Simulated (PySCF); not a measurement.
## Working out the ionisation energy of F²⁺

F²⁺ [He] 2s2 2p3 (4S) → F³⁺ [He] 2s2 2p2 (3P). All numbers are calculated (PySCF 2.14, scalar relativity by spin-free X2C-1e, in aug-cc-pCVTZ-DK (7s6p4d2f, 59 functions)). Frozen: nothing. Energies in hartree (1 hartree = 27.21139 eV):

```
            part  F²⁺ (lower)  F³⁺ (upper)
             UHF   -97.692200   -95.405502
CCSD correlation    -0.172386    -0.156650
             (T)    -0.001437    -0.001469
```

Q: What does Hartree-Fock give?

A: (-95.405502) − (-97.692200) = 2.286698 hartree = 62.224 eV.

Q: What do CCSD and CCSD(T) give?

A: The CCSD correlation energies differ by 0.015736 hartree = 0.428 eV and the triples by -0.000032 hartree = -0.001 eV, so CCSD gives 62.652 eV and CCSD(T) 62.651 eV.

A first-order spin-orbit estimate adds -0.053 eV to CCSD(T) (valence and next inner shell), giving 62.598 eV against 62.708 eV (semi-empirical (NIST evaluation); NIST Atomic Spectra Database, ionization energies).

What remains against the reference includes basis incompleteness and higher excitations.
